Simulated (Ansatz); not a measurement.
Start from `C[O][Al]([F])[F]` and change one atom or group to get `[F][Al]([F])[S][AlH2]`.

Ansatz, PBE0-D4/def2-TZVP geometries, multiplicity 1. Each molecule was computed in one conformer, which needn't be the lowest. `[F][Al]([F])[S][AlH2]` holds a close contact that its SMILES doesn't draw: Al···F 1.99 Å.

```csv
property,`C[O][Al]([F])[F]`
HOMO energy (PBE/def2-TZVPP) / eV,-7.16
LUMO energy (ωB97M-V/def2-TZVPP) / eV,0.66
LUMO energy (PBE0/def2-TZVPP) / eV,-0.96
"ideal-gas entropy at 298 K and 1 bar (rigid rotor, harmonic PBE0-D4/def2-TZVP) / J/(mol·K)",346
zero-point energy (PBE0-D4/def2-TZVP) / kJ/mol,124.8
LUMO energy (B3LYP/def2-TZVPP) / eV,-1.31
```

Problem. Give the same properties after the change, and the shifts. (An estimate is asked.)

Solution. The calculation gave: 
| property | `[F][Al]([F])[S][AlH2]` | shift |
| --- | --- | --- |
| HOMO energy (PBE/def2-TZVPP) / eV | -6.64 | 0.52 |
| LUMO energy (ωB97M-V/def2-TZVPP) / eV | 0.01 | -0.65 |
| LUMO energy (PBE0/def2-TZVPP) / eV | -1.65 | -0.69 |
| ideal-gas entropy at 298 K and 1 bar (rigid rotor, harmonic PBE0-D4/def2-TZVP) / J/(mol·K) | 348 | 2 |
| zero-point energy (PBE0-D4/def2-TZVP) / kJ/mol | 58.9 | -65.9 |
| LUMO energy (B3LYP/def2-TZVPP) / eV | -1.95 | -0.64 |

With PBE0 the HOMO rises by 0.91 eV and the LUMO falls by 0.69 eV, so the gap narrows by about 1.60 eV. PBE moves the HOMO by 0.52 eV and ωB97M-V by 1.21 eV. The zero-point energy changes by -65.9 kJ/mol with -3 modes.

B3LYP here is the variant with VWN-RPA as its local correlation; programs differ in this.
